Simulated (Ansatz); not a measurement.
Species: C$_{2}$H$_{10}$NSi$_{2}$, charge 0, multiplicity 2. It need not be the lowest isomer of its formula. 
Structure (B3LYP-D3(BJ)/def2-TZVP (Ansatz, a first-principles code) minimum search):
```
Si
N 1 1.7443
H 2 1.0119 1 116.03
Si 2 1.7306 3 115.19 1 174.28
H 1 1.4835 2 105.60 3 162.05
H 4 1.4893 2 107.69 3 157.71
H 4 1.4934 6 110.06 2 118.57
C 1 1.8716 5 109.34 2 -119.71
H 8 1.0916 1 110.76 5 58.56
H 8 1.0929 9 107.87 1 -121.71
H 8 1.0929 9 108.12 10 -116.35
C 1 1.8717 5 110.46 2 118.92
H 12 1.0914 1 111.13 5 -56.95
H 12 1.0924 13 108.15 1 -122.06
H 12 1.0933 13 107.98 14 -116.01
```
Charge 0, spin multiplicity 2.

Property: atomisation energy (electronic, to ground-state atoms); the coupled-cluster value holds the core correlation from cc-pwCVTZ, in kcal/mol. Correlated levels leave the core frozen unless marked. Open shells are spin-unrestricted. No spin-orbit coupling. Non-relativistic. Basis-set limits of correlation are two-point, X^-3; Hartree-Fock from the larger set.

Level to compare with: CCSD(T)/CBS(cc-pV(T+d)Z,cc-pV(Q+d)Z) plus the core term (Ansatz), 1260.7 kcal/mol. It is a level with limits of its own, and the differences hold the functionals' basis error too.

Task: Rank these functionals by how close they come to CCSD(T)/CBS(cc-pV(T+d)Z,cc-pV(Q+d)Z), closest first: wB97M-V/def2-TZVPD (Ansatz); LC-wPBE/def2-TZVPD (Ansatz); PBE/def2-TZVPD (Ansatz); PBE0/def2-TZVPD (Ansatz).

Result: wB97M-V/def2-TZVPD (range-separated hybrid meta-GGA with VV10, 1258.5 kcal/mol, difference -2.2), PBE/def2-TZVPD (GGA, 1256.9 kcal/mol, difference -3.8), LC-wPBE/def2-TZVPD (range-separated hybrid, 1249.5 kcal/mol, difference -11.2), PBE0/def2-TZVPD (global hybrid, 1247.3 kcal/mol, difference -13.4)
